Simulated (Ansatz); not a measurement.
Two isomers of C4H8Si: A = `CC#C[SiH2]C`, B = `C#CC[SiH2]C`.

Program: Ansatz. Geometries: PBE0-D4/def2-TZVP. ΔE: electronic, gas phase. CCSD(T)/CBS is the MP2 limit (def2-TZVPP, def2-QZVPP) plus CCSD(T) − MP2 in def2-TZVPP, frozen cores. Functionals use def2-TZVPP. B3LYP here is the variant with VWN-RPA as its local correlation; programs differ in this. Each species was taken in one conformer, which may not be the lowest.

A:

```xyz
13

C     1.915    2.233   -0.508
C     1.103    1.035   -0.452
C     0.427    0.034   -0.408
Si   -0.600   -1.467   -0.325
C    -1.870   -1.323    1.036
H     2.975    1.980   -0.594
H     1.783    2.835    0.395
H     1.642    2.848   -1.369
H    -1.269   -1.658   -1.640
H     0.287   -2.637   -0.084
H    -1.383   -1.187    2.004
H    -2.484   -2.226    1.084
H    -2.527   -0.469    0.860
```

B:

```xyz
13

C     1.776   -1.457    1.318
C     1.541   -0.477    0.663
C     1.186    0.689   -0.112
Si   -0.688    0.978   -0.075
C    -1.598   -0.522   -0.707
H     2.006   -2.321    1.896
H     1.505    0.571   -1.153
H     1.689    1.580    0.278
H    -1.085    1.289    1.324
H    -0.977    2.170   -0.923
H    -1.337   -0.728   -1.748
H    -1.339   -1.398   -0.109
H    -2.679   -0.374   -0.652
```

(1) Which is lower in electronic energy at CCSD(T)/CBS, and by how much? (An estimate is asked.)

(2) Give E(B) − E(A) in kcal/mol with ωB97M-V, B3LYP, HF/def2-TZVPP, B3LYP-D4, PBE-D4, CCSD(T)/def2-TZVPP, MP2/def2-TZVPP. (Best estimate.)

Largest T1 diagnostic: 0.011.

Results:

(1) The calculation gave: A, by 10.4 kcal/mol.

(2) Ansatz gave: ωB97M-V 10.0, B3LYP 12.0, HF/def2-TZVPP 12.7, B3LYP-D4 10.9, PBE-D4 10.4, CCSD(T)/def2-TZVPP 10.6, MP2/def2-TZVPP 10.8. None reverses the order clearly.

In def2-TZVPP, CCSD(T) changes the Hartree–Fock value by −2.1 kcal/mol (the triples alone add −0.1 kcal/mol) and MP2 by −2.0 kcal/mol. The D4 term adds −1.2 kcal/mol with B3LYP and −0.6 kcal/mol with PBE0; it sums over pairs of atoms, weighted by their polarisabilities, and B3LYP, whose exchange is more repulsive, gets the larger term.
